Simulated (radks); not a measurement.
Values are calculated unless marked as measured or tabulated.
Sm27+, 35 electrons, occupied as [Ar] 3d10 4s2 4p5. Code: a radial shooting solver on a logarithmic mesh with Libxc functionals. Model: scalar-relativistic Kohn-Sham, r2SCAN, spin-polarised, spherical densities, finite nucleus; open shells are filled with parallel spins first (spin-orbit coupling, left out, can overturn this in heavy ions); meta-GGA in the generalised Kohn-Sham scheme; Fermi nuclear charge, rms radius 5.0819 fm.

Unscreened Slater integrals over Kohn-Sham orbitals (cm^-1). They are taken over the spin-up orbitals.

integral    value
F0(4p,4p)  363360
F2(4p,4p)  190920
F0(4p,4s)  368080
G1(4p,4s)  250440
F0(4p,3d)  461470
F2(4p,3d)  129180
G1(4p,3d)   41993
G3(4p,3d)   42165
F0(4s,4s)  373180
F0(4s,3d)  469550
G2(4s,3d)   42990
F0(3d,3d)  876320
F2(3d,3d)  445230
F4(3d,3d)  286120

Derived for the open shells (J is the average intra-shell exchange parameter used in DFT+U). 4p: J = F2/5 = 38180 cm^-1.
